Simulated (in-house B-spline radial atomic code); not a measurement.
How numerical settings move a run on neutral gallium, [Ar] 3d10 4s2 4p1. Computed with an all-electron radial atomic-structure program (B-spline basis): scalar-relativistic (X2C) SCAN, spin-polarised, spherical fractional occupations, Fermi nucleus of rms radius 3.9973 fm.

Command:
```bash
python run_scf.py task.json out
```
Settings of the sound reference run:
```
Z                31
electrons        31
configuration    [Ar] 3d10 4s2 4p1
hamiltonian      x2c
method           scan,scan
spin_polarised   True
nucleus          fermi
rms_radius       3.9973
mass_number      69
atomic_mass      68.92557
speed_of_light   137.036
knot_spacing     0.22
spline_order     8
gauss_points     12
box_radius       50
max_iterations   70
damping          0.5
damped_steps     3
diis_vectors     10
tolerance        1e-08
start            Thomas-Fermi
```

Cost of the run: 0.66 s on 1 thread of Arm Neoverse N1, on a shared host.

It converges in 12 iterations to -1944.035949 hartree, with 4p up at -2.93809 eV. The other runs change the listed settings, some to values that make no sense; their results aren't properties of the atom or ion. Radii are in bohr (the nuclear one in fm), a minus after a letter asks for a j subshell, and «unchanged» means within 1e-8 hartree. The run stops when the residual is below 10 × tolerance × max(1, Z/10), or a noise floor if that is larger, and the energy moves by less than 1e-8 × √|E| hartree; so very loose and very tight tolerances often act alike.

| changed settings | outcome |
| --- | --- |
| box_radius = 15 | converged in 12 iterations, energy +2.37e-06 hartree from the reference, 4p up level +5.1e-04 eV (the program warns: 4p up reaches the box edge) |
| damped_steps = 1 | converged in 10 iterations, energy unchanged |
| knot_spacing = 0.55 | converged in 11 iterations, energy +4.32e-02 hartree from the reference, 4p up level +2.9e-03 eV |
| knot_spacing = 2 | converged in 8 iterations, energy +3.57e+02 hartree from the reference, 4p up level -1.8e+00 eV (the program warns: 2s up reaches the box edge; 2s down reaches the box edge) |
| hamiltonian = dirac, method = hf, spin_polarised = False, speed_of_light = 23.25501 | stopped with error: Z/c is past the critical charge |
| damped_steps = 30 | converged in 33 iterations, energy unchanged |
| box_radius = 2 | converged in 9 iterations, energy +7.58e+00 hartree from the reference, 4p up level +8.4e+01 eV (the program warns: 4p up has a positive eigenvalue: unbound, held by the box; 3d up has a positive eigenvalue: unbound, held by the box) |
| knot_spacing = 0.3 | converged in 11 iterations, energy +8.67e-04 hartree from the reference, 4p up level +1.2e-03 eV |
| box_radius = 200 | converged in 12 iterations, energy -1.67e-07 hartree from the reference |
| electrons = 32, configuration = [Ar] 3d10 4s2 4p1 5s-1, max_iterations = 50 | stopped with error: j subshells need the Dirac Hamiltonian and l > 0 |
| electrons = 37, configuration = [Ar] 3d10 4s2 4p7, max_iterations = 75 | stopped with error: shell 4p holds at most 3 electrons (per spin) |
| knot_spacing = 0.75 | converged in 10 iterations, energy +1.15e+00 hartree from the reference, 4p up level -4.1e-02 eV |
| box_radius = 10 | converged in 13 iterations, energy +5.98e-04 hartree from the reference, 4p up level +5.5e-02 eV (the program warns: 4p up reaches the box edge; 4s up reaches the box edge) |
| knot_spacing = 1.4 | converged in 9 iterations, energy +1.39e+02 hartree from the reference, 4p up level -1.0e+00 eV (the program warns: 3s up reaches the box edge; 3s down reaches the box edge) |
| gauss_points = 6, first_knot = 0.0968, max_iterations = 100 | converged in 14 iterations, energy +5.45e+01 hartree from the reference, 4p up level -1.6e-01 eV |
| knot_spacing = 0.3, first_knot = 3.23e-06, max_iterations = 75, damping = 0.2, diis_vectors = 4 | converged in 11 iterations, energy +1.02e-03 hartree from the reference, 4p up level +1.1e-03 eV |
| box_radius = 7.5 | converged in 12 iterations, energy +6.48e-03 hartree from the reference, 4p up level +3.8e-01 eV (the program warns: 4p up reaches the box edge; 3d up reaches the box edge) |
| knot_spacing = 0.4 | converged in 12 iterations, energy +1.58e-03 hartree from the reference, 4p up level +7.1e-04 eV |
| box_radius = 3 | converged in 9 iterations, energy +1.27e+00 hartree from the reference, 4p up level +2.1e+01 eV (the program warns: 4p up has a positive eigenvalue: unbound, held by the box; 4s up has a positive eigenvalue: unbound, held by the box) |

Q: What happens with box_radius = 25?

A: Converged in 12 iterations, energy -3.44e-07 hartree from the reference, 4p up level -4.4e-05 eV.

Q: What happens with knot_spacing = 0.15?

A: Converged in 12 iterations, energy -1.38e-03 hartree from the reference, 4p up level +9.0e-04 eV.

Q: What happens with max_iterations = 60, damping = 0.95, tolerance = 0.0001?

A: Converged in 8 iterations, energy +3.63e-08 hartree from the reference, 4p up level -2.3e-04 eV.

Q: What happens with box_radius = 5?

A: Converged in 10 iterations, energy +9.20e-02 hartree from the reference, 4p up level +2.9e+00 eV (the program warns: 4p up has a positive eigenvalue: unbound, held by the box; 3d up reaches the box edge).
